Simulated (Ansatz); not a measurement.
Ansatz (an electronic-structure program) input (wB97M-V/def2-TZVPD):

Ansatz 0.2 input:
```yaml
crystal:
  periodic: [false, false, false]
  atoms:
    - {symbol: Si, position_ang: [-1.43532087, 0.18288973, 0.37824352]}
    - {symbol: As, position_ang: [0.76135491, -0.12528119, -0.23192483]}
    - {symbol: H, position_ang: [-2.31529634, -0.68746336, -0.47729167]}
    - {symbol: H, position_ang: [-2.07482691, 1.54569124, 0.22889579]}
    - {symbol: H, position_ang: [-1.88496074, -0.16989847, 1.77890948]}
    - {symbol: H, position_ang: [1.24486416, 0.88549353, 0.82759657]}
basis:
  gaussian:
    orbitals: def2-TZVPD
hamiltonian:
  xc: {name: wB97M-V}
total_charge: -1
output: {forces: true}
```

End of the output:

```
integrals: 0.08 GiB planned
906 factors; their error is unknown
integrals: 0.11 GiB planned
286 factors; integrals over basis functions are off by at most 1.2e-5 eV
mean field: 0.70 GiB planned
mean field evaluation 1: about -68780.1297 eV, gradient 1.7e1 eV
mean field evaluation 2: about -68780.5546 eV, gradient 1.2e1 eV
mean field evaluation 4: about -68780.7660 eV, gradient 5.4e-1 eV
mean field evaluation 8: about -68780.9129 eV, gradient 2.4e-1 eV
mean field evaluation 16: about -68780.9130 eV, gradient 2.6e-5 eV
mean field -68780.91295079 eV, -2527.6519295644 hartree, gradient 2.6e-5 eV, S^2 0.000000; 0 other end points of the search recorded, 0 dependent functions left out
the calculation of the forces begins
reference -68780.91300419 eV, -2527.6519315265 hartree; 26, 26 occupied and 107, 107 virtual orbitals, 906 factors
Total energy: -68780.91300419 eV, -2527.6519315265 hartree
Atom 0 at    -1.435321     0.182890     0.378244 Å, force    -0.017764     0.007117     0.010053 eV/Å
Atom 1 at     0.761355    -0.125281    -0.231925 Å, force    -0.127561     0.127659     0.156921 eV/Å
Atom 2 at    -2.315296    -0.687463    -0.477292 Å, force     0.041345     0.043056     0.042591 eV/Å
Atom 3 at    -2.074827     1.545691     0.228896 Å, force     0.086947    -0.087987    -0.017222 eV/Å
Atom 4 at    -1.884961    -0.169898     1.778909 Å, force     0.077015     0.001757    -0.098304 eV/Å
Atom 5 at     1.244864     0.885494     0.827597 Å, force    -0.059982    -0.091601    -0.094039 eV/Å
Dipole moment:     0.036436     0.000231    -0.004207 e Å
```

It need not be the lowest isomer of its formula. Whether it binds its extra electron was not tested at this geometry.
